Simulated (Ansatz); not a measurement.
Species: CH$_{3}$BFS, net charge 0, doublet state. It need not be the lowest isomer of its formula. 
Geometry from a B3LYP-D3(BJ)/def2-TZVP (Ansatz, a first-principles code) optimisation:
```xyz
7

C     -1.9048    -0.0693     0.3445
S     -0.3509     0.4543    -0.4678
B      0.8628    -0.4902     0.4372
F      2.1529    -0.4363     0.1959
H     -2.0518    -1.1388     0.2249
H     -1.8882     0.1952     1.3979
H     -2.7074     0.4687    -0.1554
```
Charge 0, spin multiplicity 2.

Total electronic energies in hartree. Valence correlation only, unless marked. UHF or UKS for open shells. No spin-orbit coupling. Non-relativistic. Basis-set limits of correlation are two-point, X^-3; Hartree-Fock from the larger set. The bracket is a focal-point correction in the basis named.

```tsv
level	program	energy (Eh)
r2SCAN-D4/def2-TZVPD	Ansatz + dftd4	-562.78070
PBE0-D3(BJ)/def2-TZVPD	Ansatz + dftd3	-562.57193
LC-wPBE-D4/def2-TZVPD	Ansatz + dftd4	-562.67265
MP2/cc-pwCVTZ	Ansatz	-562.05976
CCSD/cc-pV(Q+d)Z	Ansatz	-562.14208
CCSD(T)/6-31G	Ansatz	-561.51380
CCSD(T)/cc-pwCVTZ	Ansatz	-562.11971
RI-MP2/CBS(cc-pV(T+d)Z,cc-pV(Q+d)Z)+[CCSD(T)-MP2]/cc-pV(T+d)Z	Ansatz	-562.2165
CCSD(T)/CBS(cc-pV(T+d)Z,cc-pV(Q+d)Z)	Ansatz	-562.2121
```

Totals of different functionals don't rank their quality; only differences between species are comparable.
